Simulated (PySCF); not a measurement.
Mayer bond orders and bond lengths

Species: C4H14N2SSi.
SMILES with atom numbers: `[CH3:1][NH:2][Si@@H:3]([NH2:4])[S:5][CH:6]([CH3:7])[CH3:8]` (hydrogens: H9, H10, H11 on C1; H12 on N2; H13 on Si3; H14, H15 on N4; H16 on C6; H17, H18, H19 on C7; H20, H21, H22 on C8)

Structure used (GFN2-xTB), in Å, numbered top down from 1:
```
atom  x, y, z in Å
C1     2.9584   -0.8693   -0.5405
N2     1.6294   -0.9034    0.0205
Si3    1.0242    0.3321    1.0492
N4     0.8896    1.7411    0.0607
S5    -0.8992   -0.2489    1.8077
C6    -2.0813   -0.2690    0.3942
C7    -1.5993   -1.1746   -0.7242
C8    -2.3688    1.1400   -0.0937
H9     3.1830    0.1475   -0.8528
H10    3.0116   -1.5206   -1.4141
H11    3.7266   -1.1827    0.1749
H12    1.3466   -1.8474    0.2397
H13    1.7724    0.5322    2.2962
H14    0.4691    2.5602    0.4702
H15    1.6881    2.0099   -0.4907
H16   -2.9813   -0.6900    0.8521
H17   -1.4006   -2.1750   -0.3462
H18   -0.6875   -0.7763   -1.1625
H19   -2.3638   -1.2425   -1.4971
H20   -3.1770    1.1204   -0.8237
H21   -2.6681    1.7738    0.7382
H22   -1.4824    1.5618   -0.5597
```

Bond orders from the PBE0/pcSseg-1 density (PySCF). Isolated species at its GFN2-xTB geometry (one conformer only).

Q: Where do the orders between heavy atoms depart from those drawn in the SMILES?

A: The largest departure is 0.049, at N2–Si3 (drawn single, 0.951).

Q: Give the Mayer order of every bond, beside its length.

A: 
| bond | drawn as | length (Å) | Mayer order |
| --- | --- | --- | --- |
| C1–N2 | single | 1.443 | 0.984 |
| N2–Si3 | single | 1.718 | 0.951 |
| Si3–N4 | single | 1.726 | 0.990 |
| Si3–S5 | single | 2.148 | 0.987 |
| S5–C6 | single | 1.843 | 0.991 |
| C6–C7 | single | 1.518 | 1.009 |
| C6–C8 | single | 1.519 | 0.999 |
| C1–H9 | single | 1.087 | 0.967 |
| C1–H10 | single | 1.091 | 0.969 |
| C1–H11 | single | 1.095 | 0.964 |
| N2–H12 | single | 1.010 | 0.930 |
| Si3–H13 | single | 1.468 | 0.866 |
| N4–H14 | single | 1.008 | 0.942 |
| N4–H15 | single | 1.007 | 0.947 |
| C6–H16 | single | 1.094 | 0.940 |
| C7–H17 | single | 1.088 | 0.965 |
| C7–H18 | single | 1.087 | 0.947 |
| C7–H19 | single | 1.089 | 0.957 |
| C8–H20 | single | 1.089 | 0.959 |
| C8–H21 | single | 1.088 | 0.966 |
| C8–H22 | single | 1.087 | 0.948 |

By pair of heavy elements: N–Si: lowest N2–Si3 (0.951, 1.718 Å), highest Si3–N4 (0.990, 1.726 Å); in 1 of the 1 pairs the longer bond (by over 0.003 Å) has the higher order (by 0.02 or more). C–C: all 2 within 0.02 of one another (0.999 to 1.009).

Q: Sum the orders of all bonds at each heavy atom with more than one neighbour and set the sums beside the valence in the SMILES.

A: C1 3.884 (drawn 4), N2 2.865 (drawn 3), Si3 3.794 (drawn 4), N4 2.879 (drawn 3), S5 1.978 (drawn 2), C6 3.939 (drawn 4), C7 3.878 (drawn 4), C8 3.872 (drawn 4). Orders between atoms that aren't bonded are not in these sums.

Mayer orders depend on the basis set.
